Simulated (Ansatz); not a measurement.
C2H6F2Sn, SMILES C[CH2][SnH]([F])[F]. Atoms are numbered in the order given.

```xyz
11

Sn     0.3499     0.1249    -0.2968
F      1.0493    -0.8957     1.1961
F      0.3222     1.9303     0.4097
C     -1.6928    -0.4625    -0.5172
C     -2.4409    -0.2934     0.7985
H      1.5619     0.1021    -1.4984
H     -2.1211     0.1535    -1.3234
H     -1.6930    -1.5069    -0.8665
H     -2.4242     0.7528     1.1388
H     -3.4948    -0.5949     0.6906
H     -1.9958    -0.9074     1.5956
```

The structure is a stationary point at PBE0-D3(BJ)/def2-SVP. The structure was generated by enumeration; whether it is a known compound was not checked. The def2 effective core potentials stand for the cores of Sn; spin–orbit coupling is left out. The values are those of a single conformer.

Two levels are set side by side: PBE-D3(BJ)/def2-SVP (Ansatz, a program for electronic structure) and PBE0-D3(BJ)/def2-SVP (Ansatz). Each level has its own optimised geometry; the coordinates shown are those of the second. Differences are taken from unrounded values.

```csv
quantity,PBE0-D3(BJ)
mean bond length (Å),1.475
bond Sn1–F2 (Å),1.939
bond Sn1–F3 (Å),1.939
bond Sn1–C4 (Å),2.137
bond C4–C5 (Å),1.523
bond Sn1–H6 (Å),1.707
bond C4–H7 (Å),1.101
bond C4–H8 (Å),1.101
bond C5–H9 (Å),1.100
bond C5–H10 (Å),1.101
bond C5–H11 (Å),1.100
```

### Question
What does PBE-D3(BJ) give, and how far is it from PBE0-D3(BJ)? (Estimate from the structure and the level; the computed values follow.)

### Answer

```
quantity              PBE-D3(BJ)  PBE-D3(BJ) minus PBE0-D3(BJ)
--------------------  ----------  ----------------------------
mean bond length (Å)       1.489                         0.014
bond Sn1–F2 (Å)            1.961                         0.022
bond Sn1–F3 (Å)            1.961                         0.023
bond Sn1–C4 (Å)            2.164                         0.027
bond C4–C5 (Å)             1.529                         0.006
bond Sn1–H6 (Å)            1.728                         0.021
bond C4–H7 (Å)             1.109                         0.008
bond C4–H8 (Å)             1.109                         0.008
bond C5–H9 (Å)             1.108                         0.008
bond C5–H10 (Å)            1.110                         0.009
bond C5–H11 (Å)            1.108                         0.008
```

GGA bonds tend to be longer and softer than those of functionals with exact exchange. Differences between two approximate levels are no errors against the true value.
